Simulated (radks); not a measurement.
Isoelectronic series with 17 electrons, each ion in its NIST ground configuration. Calculated with a radial shooting solver on a logarithmic mesh with Libxc functionals: Dirac Kohn-Sham, PBE, spin-unpolarised, spherical densities, finite nucleus; open shells are shared between the two j in proportion to 2j + 1; Fermi nuclear charge, rms radius of each element as measured or else 0.836 A^(1/3) + 0.57 fm. Total energies (hartree) and orbital eigenvalues (hartree):

Cl: configuration [Ne] 3s2 3p5; E (hartree) -461.43428; 3p3/2 -0.31433; 3p1/2 -0.31888; 3s1/2 -0.76036; 2p3/2 -7.02019
Ca3+: configuration [Ne] 3s2 3p5; E (hartree) -677.77856; 3p3/2 -2.18733; 3p1/2 -2.20297; 3s1/2 -2.91556; 2p3/2 -13.56866
V6+: configuration [Ne] 3s2 3p5; E (hartree) -938.32626; 3p3/2 -5.14633; 3p1/2 -5.18423; 3s1/2 -6.17261; 2p3/2 -22.47732
Fe9+: configuration [Ne] 3s2 3p5; E (hartree) -1243.30587; 3p3/2 -9.14093; 3p1/2 -9.21764; 3s1/2 -10.48473; 2p3/2 -33.68061
Cu12+: configuration [Ne] 3s2 3p5; E (hartree) -1593.08541; 3p3/2 -14.15694; 3p1/2 -14.29556; 3s1/2 -15.84454; 2p3/2 -47.15966
Ge15+: configuration [Ne] 3s2 3p5; E (hartree) -1988.12302; 3p3/2 -20.18973; 3p1/2 -20.42111; 3s1/2 -22.25568; 2p3/2 -62.90835
Br18+: configuration [Ne] 3s2 3p5; E (hartree) -2428.95772; 3p3/2 -27.23853; 3p1/2 -27.60259; 3s1/2 -29.72704; 2p3/2 -80.92590
Sr21+: configuration [Ne] 3s2 3p5; E (hartree) -2916.20655; 3p3/2 -35.30464; 3p1/2 -35.85176; 3s1/2 -38.27098; 2p3/2 -101.2144
Nb24+: configuration [Ne] 3s2 3p5; E (hartree) -3450.56721; 3p3/2 -44.39063; 3p1/2 -45.18317; 3s1/2 -47.90269; 2p3/2 -123.7778
Ru27+: configuration [Ne] 3s2 3p5; E (hartree) -4032.82313; 3p3/2 -54.50004; 3p1/2 -55.61395; 3s1/2 -58.63997; 2p3/2 -148.6215
Ag30+: configuration [Ne] 3s2 3p5; E (hartree) -4663.85630; 3p3/2 -65.63712; 3p1/2 -67.16382; 3s1/2 -70.50330; 2p3/2 -175.7519
Sn33+: configuration [Ne] 3s2 3p5; E (hartree) -5344.64045; 3p3/2 -77.80685; 3p1/2 -79.85518; 3s1/2 -83.51577; 2p3/2 -205.1765
I36+: configuration [Ne] 3s2 3p5; E (hartree) -6076.26512; 3p3/2 -91.01480; 3p1/2 -93.71325; 3s1/2 -97.70345; 2p3/2 -236.9037
Ba39+: configuration [Ne] 3s2 3p5; E (hartree) -6859.9392; 3p3/2 -105.2671; 3p1/2 -108.7664; 3s1/2 -113.0955; 2p3/2 -270.9429
Pr42+: configuration [Ne] 3s2 3p5; E (hartree) -7697.0093; 3p3/2 -120.5705; 3p1/2 -125.0462; 3s1/2 -129.7245; 2p3/2 -307.3041
Sm45+: configuration [Ne] 3s2 3p5; E (hartree) -8588.9307; 3p3/2 -136.9324; 3p1/2 -142.5881; 3s1/2 -147.6264; 2p3/2 -345.9984
Tb48+: configuration [Ne] 3s2 3p5; E (hartree) -9537.4380; 3p3/2 -154.3605; 3p1/2 -161.4316; 3s1/2 -166.8428; 2p3/2 -387.0374
Er51+: configuration [Ne] 3s2 3p5; E (hartree) -10544.2490; 3p3/2 -172.8634; 3p1/2 -181.6209; 3s1/2 -187.4171; 2p3/2 -430.4338
Lu54+: configuration [Ne] 3s2 3p5; E (hartree) -11611.4971; 3p3/2 -192.4500; 3p1/2 -203.2055; 3s1/2 -209.4008; 2p3/2 -476.2009
W57+: configuration [Ne] 3s2 3p5; E (hartree) -12741.5394; 3p3/2 -213.1298; 3p1/2 -226.2408; 3s1/2 -232.8515; 2p3/2 -524.3525
Ir60+: configuration [Ne] 3s2 3p5; E (hartree) -13936.8521; 3p3/2 -234.9131; 3p1/2 -250.7891; 3s1/2 -257.8309; 2p3/2 -574.9037
Hg63+: configuration [Ne] 3s2 3p5; E (hartree) -15200.3092; 3p3/2 -257.8107; 3p1/2 -276.9205; 3s1/2 -284.4100; 2p3/2 -627.8700
Bi66+: configuration [Ne] 3s2 3p5; E (hartree) -16535.1808; 3p3/2 -281.8337; 3p1/2 -304.7147; 3s1/2 -312.6690; 2p3/2 -683.2675
